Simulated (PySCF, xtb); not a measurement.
NbO₂Br, SMILES [Br][Nb](=[O])=[O], multiplicity 1.

Harmonic wavenumbers (cm⁻¹) from GFN2-xTB (xtb 6.7.1) at its own minimum, in rising order: 164, 175, 241, 266, 759, 781.

Q: What does B3LYP-D3(BJ)/def2-SVP run with PySCF give at its own minimum? (The exact figures need the calculation; the answer reports its results.)

A: 121, 147, 262, 368, 980, 1019. Paired by order, the mean absolute difference is 109 cm⁻¹ and the zero-point energies are 3.4 and 4.1 kcal/mol.
